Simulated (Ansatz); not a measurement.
Relaxation of CH$_{6}$BClO (10 atoms, charge 0, multiplicity 1), to a largest force component of 0.03 eV/Å in at most 50 steps.

Level of theory: RKS PBE-D4/6-31G* (Ansatz 0.2.0).

```xyz
10
Properties=species:S:1:pos:R:3
B -0.095 0.631 -0.426
H 0.090 -0.300 1.780
C 1.328 0.095 -0.801
H 1.422 -0.993 -0.660
H 1.528 0.290 -1.872
H 2.114 0.602 -0.216
Cl -1.576 -0.294 -0.875
O -0.253 1.862 0.189
H -1.202 2.076 0.297
H 0.057 0.409 1.839
```

Problem. Where does it end, and by what steps?

Solution. The run converged. The force dipped under the threshold on the way, but the program's further checks kept it going. After 27 steps the energy has fallen by 0.238 eV; H2 moved furthest, 1.68 Å.

```json
{"step": "0", "energy less start (eV)": "0.0000", "largest force component (eV/Å)": "1.683", "accepted": "yes"}
{"step": "1", "energy less start (eV)": "-0.1437", "largest force component (eV/Å)": "0.361", "accepted": "yes"}
{"step": "2", "energy less start (eV)": "-0.1920", "largest force component (eV/Å)": "0.216", "accepted": "yes"}
{"step": "3", "energy less start (eV)": "-0.2113", "largest force component (eV/Å)": "0.306", "accepted": "yes"}
{"step": "4", "energy less start (eV)": "-0.2153", "largest force component (eV/Å)": "0.320", "accepted": "yes"}
{"step": "5", "energy less start (eV)": "-0.2172", "largest force component (eV/Å)": "0.297", "accepted": "yes"}
{"step": "6", "energy less start (eV)": "-0.2190", "largest force component (eV/Å)": "0.228", "accepted": "yes"}
{"step": "7", "energy less start (eV)": "-0.2203", "largest force component (eV/Å)": "0.291", "accepted": "yes"}
{"step": "8", "energy less start (eV)": "-0.2230", "largest force component (eV/Å)": "0.174", "accepted": "yes"}
{"step": "9", "energy less start (eV)": "-0.2261", "largest force component (eV/Å)": "0.084", "accepted": "yes"}
{"step": "10", "energy less start (eV)": "-0.2160", "largest force component (eV/Å)": "0.698", "accepted": "no"}
{"step": "11", "energy less start (eV)": "-0.2298", "largest force component (eV/Å)": "0.027", "accepted": "yes"}
{"step": "12", "energy less start (eV)": "-0.2256", "largest force component (eV/Å)": "0.407", "accepted": "no"}
{"step": "13", "energy less start (eV)": "-0.2308", "largest force component (eV/Å)": "0.034", "accepted": "yes"}
{"step": "14", "energy less start (eV)": "-0.2312", "largest force component (eV/Å)": "0.088", "accepted": "yes"}
{"step": "15", "energy less start (eV)": "-0.2319", "largest force component (eV/Å)": "0.104", "accepted": "yes"}
{"step": "16", "energy less start (eV)": "-0.2326", "largest force component (eV/Å)": "0.068", "accepted": "yes"}
{"step": "17", "energy less start (eV)": "-0.2336", "largest force component (eV/Å)": "0.051", "accepted": "yes"}
{"step": "18", "energy less start (eV)": "-0.2340", "largest force component (eV/Å)": "0.123", "accepted": "yes"}
{"step": "19", "energy less start (eV)": "-0.2351", "largest force component (eV/Å)": "0.057", "accepted": "yes"}
{"step": "20", "energy less start (eV)": "-0.2357", "largest force component (eV/Å)": "0.011", "accepted": "yes"}
{"step": "21", "energy less start (eV)": "-0.2364", "largest force component (eV/Å)": "0.051", "accepted": "yes"}
{"step": "22", "energy less start (eV)": "-0.2357", "largest force component (eV/Å)": "0.192", "accepted": "no"}
{"step": "23", "energy less start (eV)": "-0.2370", "largest force component (eV/Å)": "0.039", "accepted": "yes"}
{"step": "24", "energy less start (eV)": "-0.2374", "largest force component (eV/Å)": "0.070", "accepted": "yes"}
{"step": "25", "energy less start (eV)": "-0.2376", "largest force component (eV/Å)": "0.065", "accepted": "yes"}
{"step": "26", "energy less start (eV)": "-0.2380", "largest force component (eV/Å)": "0.025", "accepted": "yes"}
{"step": "27", "energy less start (eV)": "-0.2383", "largest force component (eV/Å)": "0.030", "accepted": "yes"}
```

```xyz
10
Properties=species:S:1:pos:R:3
B -0.071 0.624 -0.784
H -0.036 0.097 3.408
C 1.359 0.127 -1.184
H 1.391 -0.978 -1.212
H 1.624 0.465 -2.202
H 2.129 0.482 -0.480
Cl -1.499 0.218 -1.811
O -0.272 1.365 0.342
H -1.218 1.589 0.464
H 0.007 0.388 2.716
```

Whether the end is a true minimum wasn't checked by a vibrational analysis.

Run time: 80 s on 1 thread of Arm Neoverse V1, with other jobs on the host, peak memory 0.14 GiB.
